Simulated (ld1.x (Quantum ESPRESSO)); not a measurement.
# What one change does to a pseudopotential (palladium (Pd), ultrasoft)

- Element: Pd
- Generator: ld1.x (Quantum ESPRESSO) 7.5
- Type: ultrasoft
- Functional: PBEsol
- Relativity: fully relativistic
- Frozen core: [Kr]
- Valence charge: 10
- Reference configuration: 4d10 5s0
- Partial waves: 5s (bound, empty): rcut 2.75, rcutus 3.15 bohr; 5s channel at 0.25 Ry: rcut 2.75, rcutus 3.15 bohr; 5p channel at 0.3 Ry: rcut 1.80, rcutus 2.45 bohr; 5p channel at 2.1 Ry: rcut 1.80, rcutus 2.45 bohr; 4d (bound): rcut 1.25, rcutus 1.50 bohr; 4d channel at 1.4 Ry: rcut 1.25, rcutus 1.50 bohr; 4f channel at 0.05 Ry: rcut 2.45, rcutus 2.65 bohr; 4f channel at 2.5 Ry: rcut 2.45, rcutus 2.65 bohr
- Local potential: all-electron potential smoothed inside 2.15 bohr (lloc = -1)
- Core correction: Bessel-smoothed model core, default radius (core density twice the valence density)
- Augmentation charge: PSQ, radius 1.25 bohr

Open shells are filled in proportion to 2j + 1 (rel_dist='average').

All-electron outer shells of the reference configuration (PBEsol, scalar-relativistic, ld1.x):

| shell | level (eV) | outermost node (bohr) | outermost maximum (bohr) |
| --- | --- | --- | --- |
| 4p | -51.14 | 0.46 | 0.91 |
| 4d | -4.05 | 0.45 | 1.10 |
| 5s | -3.30 | 1.15 | 2.67 |

Change: wave 5s channel at 0.25 Ry: rcut 2.75, rcutus 3.15 bohr becomes 5s channel at 2.59 Ry: rcut 2.75, rcutus 3.15 bohr.

Cutoffs: the cutoffs (Ry, on a coarse ladder) from which the occupation-weighted sum of valence levels, in a spherical-Bessel basis at the reference potential, stays within 10 and 1 mRy of its value at 400 Ry; they do not see the model core or the augmentation charge, which bear on the density cutoff. Errors are all-electron minus pseudo energies relative to the spin-unpolarised reference configuration.

**Question.** How do hardness, ghosts and transferability respond?

**Answer.** The potential gets neither clearly harder nor softer (50 Ry and 90 Ry → 50 Ry and 90 Ry); of the 7 tests that both files solve, the error grows in 2 and shrinks in 0 by more than 15 % and 0.3 meV (median size 79.0 → 124.5 meV); the range in which the s phases agree widens (upper end 1.2 → 2.3); neither file shows a bound ghost at the reference potential, the only one tested.

```tsv
quantity	base	changed
cutoff, loose	50 Ry	50 Ry
cutoff, tight	90 Ry	90 Ry
bound ghosts	none	none
error for 4d9 5s0, meV [ΔE 9.12 eV]	-19	-19
error for 4d8 5s0, meV [ΔE 29.94 eV]	-149	-149
error for 4d7 5s0, meV [ΔE 64.29 eV]	-545	-545
error for 4d8 5s1, meV [ΔE 13.67 eV]	-79	-125
error for 4d9 5s1, meV [ΔE 1.51 eV]	-20	-24
error for 4d6 5s0, meV [ΔE 113.61 eV]	-1386	-1386
error for 4d9.5 5s0, meV [ΔE 3.24 eV]	-2.9	-2.9
s: phases at 3.41 bohr within 0.05 rad from the reference energy up to (Ry; the scan ends near 5)	1.2	2.3
p1/2: phases at 3.41 bohr within 0.05 rad from the reference energy up to (Ry; the scan ends near 5)	3.0	3.0
p3/2: phases at 3.41 bohr within 0.05 rad from the reference energy up to (Ry; the scan ends near 5)	3.1	3.1
d3/2: phases at 3.41 bohr within 0.05 rad from the reference energy up to (Ry; the scan ends near 5)	to the end of the scan	to the end of the scan
d5/2: phases at 3.41 bohr within 0.05 rad from the reference energy up to (Ry; the scan ends near 5)	to the end of the scan	to the end of the scan
f5/2: phases at 3.41 bohr within 0.05 rad from the reference energy up to (Ry; the scan ends near 5)	3.6	3.6
f7/2: phases at 3.41 bohr within 0.05 rad from the reference energy up to (Ry; the scan ends near 5)	3.6	3.6
lowest overlap eigenvalue by channel	s 0.28, p1/2 0.57, p3/2 0.60, d3/2 0.98, d5/2 0.98, f5/2 0.97, f7/2 0.97	s 0.62, p1/2 0.57, p3/2 0.60, d3/2 0.98, d5/2 0.98, f5/2 0.97, f7/2 0.97
```

Base: These tests converged, but a pseudo level misses the all-electron one widely, so the file describes the atom poorly there or has found another state: 4d6 5s0: empty 5s by 10.5 eV.
